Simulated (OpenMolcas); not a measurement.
An OpenMolcas run meant for Ge²⁺ (ANO-R1, X2C; inactive shells 1s 2s 2p 3s 3p 3d; intended active space 2 electrons in 4 orbitals (4s 4p)). One step of its input:

```
&CASPT2
Multistate=1 1
Frozen=3 6
IPEA=1.5
Imaginary=0.1
MaxIter=60
WThr=0.0 0.3 0.05
PrWF=0.5
NoMix
```

The run finished. Its levels beside those of a sound run (SS-CASPT2, IPEA 0.25 Eh, imaginary shift 0.1 Eh (closed shells correlated: 3d)), in cm⁻¹ above each run's lowest level:

```csv
Level,This run,Usual run
4s² ¹S₀,0.0,0.0
4s 4p ³P°₀,59781,59424
4s 4p ³P°₁,60532,60173
4s 4p ³P°₂,62111,61754
4s 4p ¹P°₁,94761,92825
```

Q: Which setting is unsound, and how much does it matter here?

A: The IPEA shift is far above its usual 0.25 hartree. Against the sound run the excited levels shown move by 750 cm-1 on average and by 1900 cm-1 at most.

Some high roots are left out of the spin-orbit mixing, which shifts the levels that they would mix with. Levels of configurations outside the active space are missing.

° marks odd parity.
